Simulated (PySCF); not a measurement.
Sn+ (tin, charge +1) across methods

[Kr] 4d10 5s1 5p1 6s1, high-spin 4P determinant (an excited configuration). Calculation: PySCF 2.14, in x2c-TZVPPall with one added diffuse shell each of s, p, d, f type (9s7p5d3f, 76 functions); the spin-free X2C one-electron Hamiltonian (Gaussian nucleus). The B2PLYP total includes its PT2 part (frozen core); its orbital energies are those of the SCF part.

```
   method  E (hartree)  mean ε 5s α (eV)  mean ε 5p α (eV)  mean ε 6s α (eV)  Σ⟨r²⟩ (bohr²)   ⟨S²⟩
      PBE     -6175.27           -22.321           -14.144            -6.334          69.54  3.751
   r2SCAN     -6175.71           -22.669           -14.517            -6.290          70.01  3.752
     BLYP     -6175.89           -22.207           -13.926            -6.104          69.53  3.750
     PBE0     -6175.36           -23.635           -15.244            -6.702          70.07  3.751
BHandHLYP     -6175.70           -24.800           -16.098            -6.822          70.50  3.751
      LDA     -6169.67           -22.681           -14.262            -6.397          69.03  3.751
      UHF  -6173.05865           -26.872           -18.029            -7.460          72.04  3.752
  wB97X-V     -6175.40           -26.004           -17.345            -7.689          70.42  3.751
```

(1) Estimate the same row for B2PLYP.

The outer electron is Rydberg-like, and this basis confines it to a smaller radius and binds it less than a complete one would.

Results:

(1) E (hartree) = -6175.03; mean ε 5s α (eV) = -24.823; mean ε 5p α (eV) = -16.154; mean ε 6s α (eV) = -6.852; Σ⟨r²⟩ (bohr²) = 70.75; ⟨S²⟩ = 3.751.
